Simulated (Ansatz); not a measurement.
`N[SiH](Cl)O[SiH3]`. Charge 0, multiplicity 1.

| atom | x (Å) | y (Å) | z (Å) |
| --- | --- | --- | --- |
| N1 | -0.507 | -0.756 | 2.060 |
| Si2 | -0.852 | 0.118 | 0.653 |
| Cl3 | -2.044 | -0.886 | -0.713 |
| O4 | 0.543 | 0.437 | -0.107 |
| Si5 | 1.225 | 0.517 | -1.600 |
| H6 | 0.115 | -1.549 | 2.035 |
| H7 | -1.209 | -0.857 | 2.775 |
| H8 | -1.598 | 1.337 | 1.014 |
| H9 | 2.553 | 1.157 | -1.443 |
| H10 | 1.391 | -0.848 | -2.159 |
| H11 | 0.382 | 1.329 | -2.513 |

Task: List the harmonic frequencies (cm⁻¹, unscaled) at PBE0-D4/def2-TZVP in Ansatz. (An estimate is asked.)

Result: Ansatz gave: 36, 62, 66, 152, 223, 309, 325, 399, 512, 628, 724, 736, 752, 840, 898, 926, 954, 956, 984, 1124, 1578, 2236, 2238, 2247, 2282, 3606, 3701.

Task: Is this a minimum?

Result: Yes, all 27 modes are real.

Task: Give the ideal-gas thermochemistry at 298.15 K and 1 bar (rigid rotor, harmonic oscillator; point group C1, symmetry number 1).

Result: Zero-point energy 176.4 kJ/mol; H(298) − E = 201.4 kJ/mol; entropy 392.3 J/(mol·K), of which translation 169.3, rotation 118.4, vibration 104.5; G(298) − E = 84.4 kJ/mol. Modes under 100 cm⁻¹ are hindered rotations or soft bends, so the harmonic entropy is rough.
